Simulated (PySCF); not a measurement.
C2H6GeO2. Atoms are numbered in the order given.

```xyz
11

C     -2.8526     0.5095    -1.0689
C     -1.7375    -0.0689    -0.6081
O     -0.8098     0.6015     0.1223
Ge     0.7578    -0.1547     0.5672
O      1.7624    -0.3279    -0.8827
H     -3.0568     1.5665    -0.8794
H     -3.5722    -0.0802    -1.6388
H     -1.5282    -1.1340    -0.8001
H      0.5237    -1.5921     1.0312
H      1.3348     0.8373     1.5774
H      1.9691     0.5215    -1.2959
```

Coordinates come from a r2SCAN-D4/def2-SVP optimisation. This is a generated structure with no PubChem entry under its InChIKey; it may be hypothetical. One conformer was computed; it need not be the lowest.

Computed with r2SCAN-D4/def2-SVP in PySCF.

Frequencies are harmonic and unscaled.

```csv
mode,ν (cm⁻¹),IR (km/mol),moving atoms (share of kinetic energy)
1,47,0.7,"C 45 %, H 44 %, O 10 %"
2,63,2.4,"O 56 %, H 22 %, C 17 %"
3,168,4.2,"O 43 %, C 27 %, H 23 %"
4,220,33.0,"H 45 %, O 43 %, Ge 11 %"
5,301,132.0,"H 52 %, O 40 %"
6,389,26.3,"C 51 %, H 24 %, Ge 21 %"
7,562,51.7,"H 84 %, Ge 9 %"
8,670,16.4,"H 61 %, O 25 %, C 9 %"
9,706,17.4,"H 61 %, O 33 %"
10,715,9.0,"H 68 %, C 24 %"
11,721,131.7,"O 76 %, Ge 20 %"
12,809,145.4,H 95 %
13,823,53.0,"H 66 %, C 33 %"
14,845,56.5,H 97 %
15,910,118.6,"H 90 %, O 8 %"
16,968,19.0,"H 88 %, C 12 %"
17,1003,64.8,"H 42 %, O 33 %, C 25 %"
18,1203,265.3,"C 46 %, O 32 %, H 22 %"
19,1333,18.7,"H 86 %, C 10 %"
20,1401,16.8,"H 81 %, C 18 %"
21,1707,224.8,"C 86 %, H 13 %"
22,2186,72.0,H 99 %
23,2204,117.6,H 98 %
24,3095,23.4,"H 92 %, C 8 %"
25,3164,0.0,H 94 %
26,3277,2.4,"H 89 %, C 11 %"
27,3845,82.4,H 94 %
```
